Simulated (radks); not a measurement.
Question: Radial electron density D(r) = 4 pi r^2 rho(r) of an atom or ion with 51 electrons. Method: non-relativistic Kohn-Sham, PBE, spin-polarised, spherical densities, point nucleus; computed with a radial shooting solver on a logarithmic mesh with Libxc functionals.

```
   r/bohr * D(r) (the largest magnitude, 89.4, reaches the edge; | marks zero)
 0.004356 |         *
 0.005031 |            *
 0.005764 |              *
 0.006657 |                  *
 0.007688 |                     *
 0.008808 |                         *
  0.01017 |                             *
  0.01165 |                                *
  0.01346 |                                    *
  0.01542 |                                       *
  0.01781 |                                        *
  0.02057 |                                         *
  0.02356 |                                        *
  0.02721 |                                       *
  0.03117 |                                     *
    0.036 |                                    *
  0.04125 |                                    *
  0.04764 |                                      *
  0.05502 |                                          *
  0.06303 |                                               *
  0.07279 |                                                    *
   0.0834 |                                                      *
  0.09631 |                                                     *
   0.1103 |                                                 *
   0.1274 |                                            *
   0.1472 |                                        *
   0.1686 |                                        *
   0.1947 |                                          *
   0.2231 |                                             *
   0.2577 |                                             *
   0.2952 |                                        *
   0.3409 |                               *
   0.3937 |                     *
   0.4511 |                *
   0.5209 |               *
   0.5968 |                *
   0.6893 |                 *
   0.7897 |                *
    0.912 |            *
    1.053 |        *
    1.207 |     *
    1.394 |   *
    1.597 |  *
    1.844 | *
    2.112 | *
     2.44 |*
    2.818 |*
    3.228 *
    3.728 *
    4.271 *
    4.933 *
    5.651 *
```

What is the nuclear charge?

Answer: Z = 54. The innermost maximum, from 1s, lies near 1/Z = 0.0185 bohr (found: 0.0206), and its height grows with Z. The density is that of the xenon ion Xe3+ in [Kr] 4d10 5s2 5p3; the configuration itself is not fixed sharply by these data, and Z only to a few units. D(r) has 4 maxima, at r = 0.0206, 0.0868, 0.240, 0.684 bohr, and minima at 0.0384, 0.161, 0.500 bohr, inside which lie 2.00, 11.34, 29.00 electrons.
